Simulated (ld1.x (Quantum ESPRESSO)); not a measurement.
# Transferability test, TM potential for bismuth (Bi)

ld1.x (Quantum ESPRESSO) 7.5 input, shortened:

```
&input
   title='Bi', zed=83., rel=1, dft='PZ', iswitch=3,
   config='[Xe] 4f14 5d10 6s2 6p3'
 /
 &inputp
   pseudotype=2, tm=.true., lloc=0,
   nlcc=.false.
 /
3
5P  2  1   6.00   0.00  1.15  1.15  0.0
5D  3  2  10.00   0.00  1.45  1.45  0.0
5S  1  0   2.00   0.00  1.00  1.00  0.0
 &test
   configts(1)='5s2 5p6 5d10 6s2 6p3'
 /
```

Occupied shells without a wave of their own: 6p, 6s. They enter only through the test configuration that unscreens the potential.

Energies are relative to the spin-unpolarised reference configuration 5s2 5p6 5d10 6s2 6p3; without spin polarisation the order of configurations can differ from experiment. Spin-polarised rows fill each open shell by Hund’s rule, majority spin first.

(1) Give the all-electron excitation energy and the error of the potential for: 5s2 5p6 5d10 6s2 6p2; 5s2 5p6 5d10 6s2 6p1; 5s2 5p6 5d10 6s2 6p0; 5s2 5p6 5d10 6s2 6p3.3; 5s2 5p5 5d10 6s2 6p3; 5s2 5p6 5d9 6s2 6p4; 5s2 5p6 5d10 6s2 6p2.5; 5s2 5p6 5d10 6s2 6p3 (spin-polarised); 5s2 5p6 5d10 6s2 6p2 (spin-polarised).

Levels in the configuration 5s2 5p6 5d10 6s2 6p3.3:

| level | all-electron (eV) | pseudo (eV) |
| --- | --- | --- |
| 5s | -155.890 | -155.868 |
| 5p | -93.821 | -93.798 |
| 5d | -25.053 | -25.029 |
| 6s | -12.716 | -13.347 |
| 6p | -2.928 | -3.006 |

The potential misses its own reference levels by up to 0.7 eV.

Results:

(1)

| valence configuration | charge | ΔE all-electron (eV) | error AE − PS (meV) |
| --- | --- | --- | --- |
| 5s2 5p6 5d10 6s2 6p2 | +1 | 8.154 | -135 |
| 5s2 5p6 5d10 6s2 6p1 | +2 | 23.719 | -344 |
| 5s2 5p6 5d10 6s2 6p0 | +3 | 47.434 | -632 |
| 5s2 5p6 5d10 6s2 6p3.3 | -0.3 | -1.152 | +27 |
| 5s2 5p5 5d10 6s2 6p3 | +1 | 103.336 | -89 |
| 5s2 5p6 5d9 6s2 6p4 | 0 | 24.123 | +140 |
| 5s2 5p6 5d10 6s2 6p2.5 | +0.5 | 3.208 | -58 |
| 5s2 5p6 5d10 6s2 6p3 (spin-polarised) | 0 | -1.024 | +13 |
| 5s2 5p6 5d10 6s2 6p2 (spin-polarised) | +1 | 7.602 | -128 |

The 6p, 6s levels have no wave, so the channel is fitted at the deeper level alone: the likely source of the large errors.
